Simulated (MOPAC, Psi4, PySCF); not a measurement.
Approach curve of the dimer H4Ge ··· O2S (SMILES [GeH4] and O=S=O). Monomers: optimised at B3LYP-D3(BJ) (def2-TZVP), held rigid. Orientation: a random orientation, not optimised. The monomers approach along the line of their centres of mass (distance R); nothing else relaxes.

Geometry at R = 4.50 Å (first 5 atoms: monomer A):
```
8

Ge     0.0000     0.0000     0.0000
H     -0.8673    -0.6827    -1.0680
H      0.2348     1.4664    -0.3917
H      1.3502    -0.7248     0.1031
H     -0.7177    -0.0589     1.3566
O      2.2421    -3.2350     3.0802
S      1.4407    -2.3759     3.9104
O      0.4163    -1.5745     3.2957
```

Computed with: RKS-LDA (SVWN5)/6-31G* = restricted LDA (SVWN5)/6-31G*, spherical d, no counterpoise correction (PySCF); PM7, restricted, heats of formation (MOPAC); SAPT0/jun-cc-pVDZ, frozen core (Psi4).

Interaction energies in kcal/mol:

| R / Å | RKS-LDA (SVWN5)/6-31G* | PM7 |
|---|---|---|
| 3.93 | -0.06 | -0.41 |
| 4.12 | -1.24 | -0.84 |
| 4.28 | -1.56 | -0.90 |
| 4.50 | -1.53 | -0.82 |
| 4.68 | -1.33 | -0.72 |
| 4.91 | -1.04 | -0.60 |
| 5.17 | -0.74 | -0.50 |
| 5.49 | -0.46 | -0.41 |
| 5.99 | -0.18 | -0.28 |
| 6.69 | -0.04 | -0.13 |
| 7.67 | 0.00 | -0.02 |
| 9.00 | 0.00 | -0.01 |

### Question
What does SAPT0/jun-cc-pVDZ give at the same points?

### Answer
3.93: 4.04; 4.12: 1.75; 4.28: 0.73; 4.50: 0.05; 4.68: -0.17; 4.91: -0.26; 5.17: -0.26; 5.49: -0.20; 5.99: -0.12; 6.69: -0.06; 7.67: -0.02; 9.00: -0.01 (kcal/mol).
